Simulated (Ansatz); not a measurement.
Born–Oppenheimer molecular dynamics of CH5BFN (9 atoms, charge 0, multiplicity 1). It starts from a relaxed structure.

The calculation used Ansatz 0.2.0, RKS PBE0/6-31G*.

```yaml
ensemble: NVT, Nosé–Hoover chain
time_step: 0.5 fs
steps_asked: 150
set_temperature: 300 K
thermostat: time constant 50 fs, chain length 1
seed: 304948
```

First frame:

```xyz
9
Properties=species:S:1:pos:R:3
B -0.073 0.184 0.100
N 0.033 -0.174 1.450
H -0.726 -0.578 1.974
H 0.882 -0.045 1.979
F 1.020 0.716 -0.483
C -1.382 0.002 -0.753
H -2.211 -0.449 -0.198
H -1.723 0.970 -1.142
H -1.183 -0.625 -1.632
```

How far do the bonds stretch over the last three quarters of this one trajectory? (Pairs bonded in most of those frames.)


| bond | mean (Å) | spread (Å) | shortest | longest |
| --- | --- | --- | --- | --- |
| B1–N2 | 1.405 | 0.021 | 1.36 | 1.45 |
| B1–F5 | 1.355 | 0.021 | 1.31 | 1.39 |
| B1–C6 | 1.572 | 0.017 | 1.54 | 1.59 |
| N2–H3 | 1.008 | 0.020 | 0.98 | 1.04 |
| N2–H4 | 1.011 | 0.008 | 0.99 | 1.03 |
| C6–H7 | 1.095 | 0.017 | 1.07 | 1.12 |
| C6–H8 | 1.099 | 0.010 | 1.08 | 1.12 |
| C6–H9 | 1.096 | 0.020 | 1.07 | 1.13 |

Mean temperature of the second half: 208 K. The conserved energy stayed within 0.18 meV per atom of its start (net change 0.15 meV per atom), so the integration is sound. The mean temperature of the second half is 31 % below the set value. A run of 0.075 ps of so small a system gives no equilibrium averages.

The run took 5.5 min on 1 thread of Arm Neoverse V1, with other jobs on the host, peak memory 0.12 GiB.
